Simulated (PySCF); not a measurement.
furan-2-ylsilane (C₄H₆OSi), SMILES c1cc([SiH3])oc1. Geometry: ωB97X-D3(BJ)/def2-SVP.

Question: Give the equilibrium geometry at ωB97X-D3(BJ)/def2-SVP (PySCF confirms it by a frequency run) as bond lengths and angles, and its point group. (Estimate from the structure and the level; the computed values follow.)

Answer: point group Cs.
Atoms: Si1 C2 C3 C4 C5 O6 H7 H8 H9 H10 H11 H12. Bonded distances (Å): Si1–C2 1.869, Si1–H7 1.491, Si1–H8 1.491, Si1–H9 1.490, C2–C3 1.370, C2–O6 1.370, C3–C4 1.436, C3–H10 1.090, C4–C5 1.363, C4–H11 1.089, C5–O6 1.350, C5–H12 1.089. Angles (°): C2–Si1–H7 110.9, C2–Si1–H8 110.9, C2–Si1–H9 106.9, H7–Si1–H8 108.6, H7–Si1–H9 109.7, H8–Si1–H9 109.7, Si1–C2–C3 132.4, Si1–C2–O6 118.7, C3–C2–O6 108.9, C2–C3–C4 106.9, C2–C3–H10 125.9, C4–C3–H10 127.2, C3–C4–C5 105.6, C3–C4–H11 127.7, C5–C4–H11 126.7, C4–C5–O6 110.7, C4–C5–H12 133.1, O6–C5–H12 116.2, C2–O6–C5 108.0.
Charge 0, spin multiplicity 1.
